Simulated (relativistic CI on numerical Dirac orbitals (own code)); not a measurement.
Ni²⁺ in a cubic cluster: 2p photoemission with charge transfer

Computed with a charge-transfer multiplet model of a cubic metal-ligand cluster with up to 2 ligand holes, Slater and spin-orbit integrals from Dirac-Coulomb-Breit ions, Slater integrals scaled by 0.8. The ground state mixes d8 with configurations of k ligand holes L, whose averages lie at kΔ + k(k − 1)U_dd/2; a core hole lowers each added d electron by U_cd. 20 K, Lorentzian 0.6 eV and Gaussian 0.8 eV FWHM.

Atomic integrals in eV (Slater integrals scaled, ζ unscaled), ground: F2dd 9.736, F4dd 6.042, zeta_d 0.080; with the core hole: F2dd 11.178, F4dd 6.982, zeta_d 0.114, zeta_core 11.406, F2cd 6.704, G1cd 5.115, G3cd 2.909.

Cluster parameters (eV): U_dd = 8.1, U_cd = 10.4, 10Dq = 1.5, 10Dq(ligand) = 1.2, V(eg) = 2.5, V(t2g) = -1.27, final-state hopping factor = 0.9.

```
      Case   n_d    d8   d9L  d10L2     S
Δ = 2.7 eV  8.30  0.71  0.28   0.01  1.00
Δ = 3.7 eV  8.25  0.76  0.23   0.01  1.00
Δ = 5.7 eV  8.17  0.84  0.16   0.00  1.00
Δ = 6.7 eV  8.14  0.86  0.13   0.00  1.00
Δ = 7.7 eV  8.12  0.88  0.11   0.00  1.00
```

Weights, n_d and S are thermal averages at 20 K. Binding energies count from the first peak over 30 % of the highest in each spectrum, which can be another peak from case to case. The parameters are a model scan and need not match a compound or its usual spin state. Peaks in eV (height, largest 100):
- Δ = 2.7 eV: 0.0 (100), 6.4 (54), 10.3 (24), 11.1 (25), 17.4 (48), 23.6 (30), 29.0 (19)
- Δ = 3.7 eV: 0.0 (100), 6.5 (60), 10.3 (23), 17.4 (48), 23.8 (32), 28.1 (19)
- Δ = 5.7 eV: 0.0 (100), 6.5 (58), 10.2 (12), 17.5 (48), 24.1 (35), 27.4 (10)
- Δ = 6.7 eV: 0.0 (100), 6.2 (48), 10.9 (7), 17.6 (48), 24.1 (31)
- Δ = 7.7 eV: 0.0 (100), 5.9 (39), 17.6 (49), 23.8 (26)

For the case Δ = 5.7 eV, Δ = 5.7 eV is smaller than U_dd = 8.1 eV, the charge-transfer side of the Zaanen-Sawatzky-Allen scheme. With the core hole the configuration with one ligand hole lies at Δ − U_cd = -7.7, -6.7, -4.7, -3.7, -2.7 eV from the one without, in the order of the table; where this is negative the screened configuration lies lower, though the effective hopping of about 3.0 eV (from the holes of the mixed ground state) mixes the two strongly wherever it is as large as the gap.
